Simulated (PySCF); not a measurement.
# Deuteron quadrupole couplings in `C[Se]c1ccccc1`

C₇H₈Se.
Cartesian coordinates in Å at the PBE0-D3(BJ)/def2-SVP level; atoms count from 1:
```
atom  x, y, z in Å
C1     3.0249    0.1708   -0.1336
Se2    1.8719   -1.2831   -0.6798
C3     0.1678   -0.5533   -0.2507
C4    -0.9511   -1.3531   -0.5233
C5    -2.2314   -0.8914   -0.2366
C6    -2.4180    0.3727    0.3249
C7    -1.3075    1.1677    0.5953
C8    -0.0193    0.7133    0.3116
H9     2.8155    1.0809   -0.7120
H10    4.0491   -0.1622   -0.3491
H11    2.9314    0.3678    0.9429
H12   -0.8185   -2.3453   -0.9635
H13   -3.0927   -1.5275   -0.4552
H14   -3.4239    0.7340    0.5493
H15   -1.4384    2.1599    1.0345
H16    0.8324    1.3576    0.5340
```

Level: PBE0/pcSseg-1 (PySCF, non-relativistic); Q(2H) = 0.00286 b; rigid geometry, the same for H and D, with no vibrational averaging.

**Question.** What are Vzz, η and χzz (234.96 MHz × Q × Vzz) at all hydrogens?

**Answer.** 
| atom | bonded to | bond length (Å) | Vzz (au) | η | χzz (kHz) |
| --- | --- | --- | --- | --- | --- |
| H9 | C1 | 1.098 | 0.2923 | 0.01 | 196 |
| H10 | C1 | 1.098 | 0.2944 | 0.04 | 198 |
| H11 | C1 | 1.098 | 0.2923 | 0.01 | 196 |
| H12 | C4 | 1.094 | 0.3003 | 0.09 | 202 |
| H13 | C5 | 1.093 | 0.3036 | 0.06 | 204 |
| H14 | C6 | 1.092 | 0.3058 | 0.07 | 205 |
| H15 | C7 | 1.093 | 0.3035 | 0.07 | 204 |
| H16 | C8 | 1.091 | 0.3065 | 0.09 | 206 |

The structure is a single PBE0-D3(BJ)/def2-SVP conformer in the gas phase; no vibrational or solvent corrections. The calculation is non-relativistic, for selenium too. The small basis limits the accuracy of the gradients.
